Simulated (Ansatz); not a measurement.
Mulliken charges of `[NH2][V]([OH])([OH])=[S]` from PBE/def2-TZVPP in Ansatz (PBE0-D4/def2-TZVP geometry).

```
atom   x (Å)   y (Å)   z (Å)  charge (e)
  N1  -0.648   0.400  -1.292      -0.430
  V2   0.217  -0.024   0.247       0.778
  O3   0.648  -1.732   0.227      -0.406
  O4  -0.865   0.226   1.615      -0.405
  S5   1.824   1.165   0.323      -0.290
  H6  -1.504  -0.079  -1.540       0.159
  H7  -0.380   1.090  -1.974       0.176
  H8   1.553  -2.039   0.135       0.208
  H9  -0.756   0.946   2.240       0.208
```

Question: By hand: the dipole of these point charges (1 e Å = 4.8032 D).

Answer: Σ q r = (-0.134, 0.035, -0.190) e Å, of length 0.235 e Å = 1.13 D.

Question: How does the dipole of the full density compare? (Best estimate.)

Answer: Computed: (-0.114, 0.050, -0.190) e Å, 1.09 D; the point charges give 1.04 times that, at 6° from its direction.

Point charges leave out the atoms' own dipoles, such as those of lone pairs, and Mulliken's split depends on the basis, so the close match here is no proof of good charges.
